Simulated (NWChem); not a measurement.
System: FeCl2, quintet; SMILES [Cl][Fe][Cl]

NWChem input:

```
start job
memory heap 200 mb stack 900 mb global 1100 mb
geometry units angstroms
  Fe     0.365184    -0.292600     0.338332
  Cl     1.009677     0.510501    -1.424566
  Cl    -1.584918    -0.049603     0.891639
end
basis spherical
  * library def2-svp
end
dft
  odft
  mult 5
  xc xpbe96 cpbe96
  disp vdw 4
  iterations 150
end
driver
  maxiter 120
end
task dft optimize
task dft freq
```

Parts of the log:

```
             Northwest Computational Chemistry Package (NWChem) 7.3.0
             --------------------------------------------------------

 C2V symmetry detected

                             Geometry "geometry" -> ""
                             -------------------------

 Output coordinates in angstroms (scale by  1.889725989 to convert to a.u.)

  No.       Tag          Charge          X              Y              Z
 ---- ---------------- ---------- -------------- -------------- --------------
    1 Fe                  26.0000     0.00000000     0.00000000     0.58493385
    2 Cl                  17.0000     1.76142310     0.00000000    -0.44730235
    3 Cl                  17.0000    -1.76142310     0.00000000    -0.44730235

 Effective nuclear repulsion energy (a.u.)     272.5421949681

      Symmetry information
      --------------------

 Group name             C2v
 Group number             16
 Group order               4
 No. of unique centers     2

                                Z-matrix (autoz)
                                --------

 Units are Angstrom for bonds and degrees for angles

      Type          Name      I     J     K     L     M      Value
      ----------- --------  ----- ----- ----- ----- ----- ----------
    1 Stretch                  1     2                       2.04160
    2 Stretch                  1     3                       2.04160
    3 Bend                     2     1     3               119.25735

  pbe96 is a nonlocal functional; adding pw91lda local functional.

                           NWChem Geometry Optimization
                           ----------------------------

 maximum gradient threshold         (gmax) =   0.000450
 rms gradient threshold             (grms) =   0.000300
 maximum cartesian step threshold   (xmax) =   0.001800
 rms cartesian step threshold       (xrms) =   0.001200
 fixed trust radius                (trust) =   0.300000
 source of zmatrix                         =   autoz

          -------------------
          Energy Minimization
          -------------------

 Using diagonal initial Hessian
 Scaling for Hessian diagonals: bonds = 1.00  angles = 0.25  torsions = 0.10

          --------
          Step   0

                                 NWChem DFT Module
                                 -----------------

 Summary of "ao basis" -> "ao basis" (spherical)
 ------------------------------------------------------------------------------
       Tag                 Description            Shells   Functions and Types
 ---------------- ------------------------------  ------  ---------------------
 Fe                         def2-svp                11       31   5s3p2d1f
 Cl                         def2-svp                 8       18   4s3p1d

      Symmetry analysis of basis
      --------------------------

        a1         27
        a2          8
        b1         20
        b2         12

            General Information
            -------------------
          SCF calculation type: DFT
          Wavefunction type:  spin polarized.
          No. of atoms     :     3
          No. of electrons :    60
           Alpha electrons :    32
            Beta electrons :    28
          Charge           :     0
          Spin multiplicity:     5
          Use of symmetry is: on ; symmetry adaption is: on
          Maximum number of iterations: 150
          AO basis - number of functions:    67
                     number of shells:    27
          Convergence on energy requested:  1.00D-06
          Convergence on density requested:  1.00D-05
          Convergence on gradient requested:  5.00D-04

              XC Information
              --------------
          PerdewBurkeErnzerhof Exchange Functional  1.000
            Perdew 1991 LDA Correlation Functional  1.000 local
           PerdewBurkeErnz. Correlation Functional  1.000 non-local

             Grid Information
             ----------------
          Grid used for XC integration:  medium
          Radial quadrature: Mura-Knowles
          Angular quadrature: Lebedev.
          Tag              B.-S. Rad. Rad. Pts. Rad. Cut. Ang. Pts.
          ---              ---------- --------- --------- ---------
          Fe                  1.40      112           8.0       590
          Cl                  1.00       88           9.0       590
          Grid pruning is: on
          Number of quadrature shells:   200
          Spatial weights used:  Erf1

           DFT-D3BJ Model
          s6 scale factor  :        1.000000000000
          s8 scale factor  :        0.787500000000
          a1 parameter     :        0.428900000000
          a2 parameter     :        4.440700000000
              vdW contrib  :       -0.002713154463

      Superposition of Atomic Density Guess
      -------------------------------------

 Sum of atomic energies:       -2180.77035306

      Non-variational initial energy
      ------------------------------

 Total energy =   -2180.312115
 1-e energy   =   -3557.636947
 2-e energy   =    1104.782638
 HOMO         =      -0.261179
 LUMO         =      -0.257227

   Symmetry analysis of molecular orbitals - initial alpha
   -------------------------------------------------------

  Numbering of irreducible representations:

     1 a1          2 a2          3 b1          4 b2

  Orbital symmetries:

     1 a1          2 a1          3 b1          4 a1          5 b1
     6 a1          7 b2          8 a1          9 b1         10 a1
    11 b1         12 b2         13 a1         14 b1         15 a2
    16 a1         17 b1         18 a1         19 b2         20 a1
    21 b1         22 a1         23 b1         24 a1         25 a2
    26 b2         27 b1         28 a1         29 b2         30 a1
    31 a2         32 b1         33 a1         34 a1         35 b2
    36 a1         37 b1         38 b1         39 a1         40 a2
    41 a1         42 b1

   Symmetry analysis of molecular orbitals - initial beta
   ------------------------------------------------------

  Numbering of irreducible representations:

     1 a1          2 a2          3 b1          4 b2

  Orbital symmetries:

[...]

      ----------------------
      Optimization converged
      ----------------------

  Step       Energy      Delta E   Gmax     Grms     Xrms     Xmax
  ---- ---------------- -------- -------- -------- -------- --------
@   10   -2183.14340743 -4.0D-07  0.00001  0.00000  0.00036  0.00089
                                     ok       ok       ok       ok

                                Z-matrix (autoz)
                                --------

 Units are Angstrom for bonds and degrees for angles

      Type          Name      I     J     K     L     M      Value     Gradient
      ----------- --------  ----- ----- ----- ----- ----- ---------- ----------
    1 Stretch                  1     2                       2.13533   -0.00000
    2 Stretch                  1     3                       2.13533   -0.00000
    3 Bend                     2     1     3               179.78315   -0.00001

                         Geometry "geometry" -> "geometry"
                         ---------------------------------

 Output coordinates in angstroms (scale by  1.889725989 to convert to a.u.)

  No.       Tag          Charge          X              Y              Z
 ---- ---------------- ---------- -------------- -------------- --------------
    1 Fe                  26.0000     0.00000000     0.00000000    -0.10591749
    2 Cl                  17.0000     2.13532261     0.00000000    -0.10187668
    3 Cl                  17.0000    -2.13532261     0.00000000    -0.10187668

 Effective nuclear repulsion energy (a.u.)     254.8832486747

      Symmetry information
      --------------------

 Group name             C2v
 Group number             16
 Group order               4
 No. of unique centers     2

                Final and change from initial internal coordinates
                --------------------------------------------------

                                Z-matrix (autoz)
                                --------

 Units are Angstrom for bonds and degrees for angles

      Type          Name      I     J     K     L     M      Value       Change
      ----------- --------  ----- ----- ----- ----- ----- ---------- ----------
    1 Stretch                  1     2                       2.13533    0.09373
    2 Stretch                  1     3                       2.13533    0.09373
    3 Bend                     2     1     3               179.78315   60.52580

 ==============================================================================
                                internuclear distances
 ------------------------------------------------------------------------------
       center one      |      center two      | atomic units |  angstroms
 ------------------------------------------------------------------------------
    2 Cl               |   1 Fe               |     4.03518  |     2.13533
    3 Cl               |   1 Fe               |     4.03518  |     2.13533
 ------------------------------------------------------------------------------
                         number of included internuclear distances:          2
 ==============================================================================

[second-derivative integrals and response iterations left out]

  Vibrational analysis via the FX method

  See chapter 2 in "Molecular Vibrations" by Wilson, Decius and Cross

  Vib: Default input used

 ---------------------------- Atom information ----------------------------
     atom    #        X              Y              Z            mass
 --------------------------------------------------------------------------
    Fe       1  0.0000000D+00  0.0000000D+00 -2.0015504D-01  5.5934900D+01
    Cl       2  4.0351746D+00  0.0000000D+00 -1.9251902D-01  3.4968850D+01
    Cl       3 -4.0351746D+00  0.0000000D+00 -1.9251902D-01  3.4968850D+01
 --------------------------------------------------------------------------

[unprojected Hessian and modes left out]

        Vibrational analysis via the FX method
  --- with translations and rotations projected out ---
  --- via the Eckart algorithm                      ---
 Projected Nuclear Hessian trans-rot subspace norm:1.2046D-33
                         (should be close to zero!)

[projected Hessian left out]

 Rotational Constants
 --------------------
 A= ********** cm-1  (********** K)
 B=   0.052864 cm-1  (  0.076058 K)
 C=   0.052864 cm-1  (  0.076058 K)

 Temperature                      =   298.15K
 frequency scaling parameter      =   1.0000

 Zero-Point correction to Energy  =    1.205 kcal/mol  (  0.001920 au)
 Thermal correction to Energy     =    3.354 kcal/mol  (  0.005344 au)
 Thermal correction to Enthalpy   =    3.946 kcal/mol  (  0.006288 au)

 Total Entropy                    =   56.374 cal/mol-K
   - Translational                =   40.386 cal/mol-K (mol. weight = 125.8726)
   - Rotational                   =   14.132 cal/mol-K (symmetry #  =        2)
   - Vibrational                  =    1.856 cal/mol-K

 Cv (constant volume heat capacity) =    8.797 cal/mol-K
   - Translational                  =    2.979 cal/mol-K
   - Rotational                     =    2.979 cal/mol-K
   - Vibrational                    =    2.838 cal/mol-K

[normal modes left out]

 ----------------------------------------------------------------------------
 Normal Eigenvalue ||           Projected Infra Red Intensities
  Mode   [cm**-1]  || [atomic units] [(debye/angs)**2] [(KM/mol)] [arbitrary]
 ------ ---------- || -------------- ----------------- ---------- -----------
    1      -38.627 ||    0.016538           0.382        16.122       8.944
    2       -0.000 ||    0.000000           0.000         0.000       0.000
    3        0.000 ||    0.008774           0.202         8.553       4.745
    4        0.000 ||    0.003521           0.081         3.433       1.904
    5        0.000 ||    0.003521           0.081         3.433       1.904
    6        0.000 ||    0.000000           0.000         0.000       0.000
    7        0.000 ||    0.000000           0.000         0.000       0.000
    8      342.394 ||    0.000000           0.000         0.000       0.000
    9      500.791 ||    0.134067           3.093       130.695      72.503
 ----------------------------------------------------------------------------

 ===============================================================================
      Negative Nuclear Hessian Mode    1  Eigenvalue =    -38.63 cm**(-1)
 -------------------------------------------------------------------------------
   Raw step length:  0.080 angstroms ;  The Raw step for this mode is:
    1 Fe                  26.0000    -0.00000002    -0.00000000    -0.05274098
    2 Cl                  17.0000    -0.00017381    -0.00000000     0.04218127
    3 Cl                  17.0000     0.00017384    -0.00000000     0.04218127

  Geometry after  100.0% step for mode  1; Step length =  0.080 angstroms
   Maximum component (any atom: x,y, or z) displacement:  0.100
    1 Fe                  26.0000    -0.00000002     0.00000000    -0.15865847
    2 Cl                  17.0000     2.13514880     0.00000000    -0.05969541
    3 Cl                  17.0000    -2.13514877     0.00000000    -0.05969541

  Geometry after -100.0% step for mode  1; Step length =  0.080 angstroms
   Maximum component (any atom: x,y, or z) displacement:  0.100
    1 Fe                  26.0000     0.00000002     0.00000000    -0.05317652
    2 Cl                  17.0000     2.13549641     0.00000000    -0.14405796
    3 Cl                  17.0000    -2.13549644     0.00000000    -0.14405796

  Geometry after   50.0% step for mode  1; Step length =  0.040 angstroms
   Maximum component (any atom: x,y, or z) displacement:  0.050
    1 Fe                  26.0000    -0.00000001     0.00000000    -0.13228798
    2 Cl                  17.0000     2.13523570     0.00000000    -0.08078605
    3 Cl                  17.0000    -2.13523569     0.00000000    -0.08078605

  Geometry after  -50.0% step for mode  1; Step length =  0.040 angstroms
   Maximum component (any atom: x,y, or z) displacement:  0.050
    1 Fe                  26.0000     0.00000001     0.00000000    -0.07954701
    2 Cl                  17.0000     2.13540951     0.00000000    -0.12296732
    3 Cl                  17.0000    -2.13540952     0.00000000    -0.12296732

  Geometry after  200.7% step for mode  1; Step length =  0.160 angstroms
   Maximum component (any atom: x,y, or z) displacement:  0.200
    1 Fe                  26.0000    -0.00000004     0.00000000    -0.21175294
    2 Cl                  17.0000     2.13497383     0.00000000    -0.01723142
    3 Cl                  17.0000    -2.13497377     0.00000000    -0.01723142

  Geometry after -200.7% step for mode  1; Step length =  0.160 angstroms
   Maximum component (any atom: x,y, or z) displacement:  0.200
    1 Fe                  26.0000     0.00000004     0.00000000    -0.00008204
    2 Cl                  17.0000     2.13567138     0.00000000    -0.18652195
    3 Cl                  17.0000    -2.13567144     0.00000000    -0.18652195

  Geometry after  100.3% step for mode  1; Step length =  0.080 angstroms
   Maximum component (any atom: x,y, or z) displacement:  0.100
    1 Fe                  26.0000    -0.00000002     0.00000000    -0.15883522
    2 Cl                  17.0000     2.13514822     0.00000000    -0.05955405
    3 Cl                  17.0000    -2.13514819     0.00000000    -0.05955405

  Geometry after -100.3% step for mode  1; Step length =  0.080 angstroms
   Maximum component (any atom: x,y, or z) displacement:  0.100
    1 Fe                  26.0000     0.00000002     0.00000000    -0.05299977
    2 Cl                  17.0000     2.13549699     0.00000000    -0.14419932
    3 Cl                  17.0000    -2.13549703     0.00000000    -0.14419932
```

Level: PBE-D3(BJ)/def2-SVP, spin-unrestricted. The optimisation ended at a saddle point (imaginary frequency).
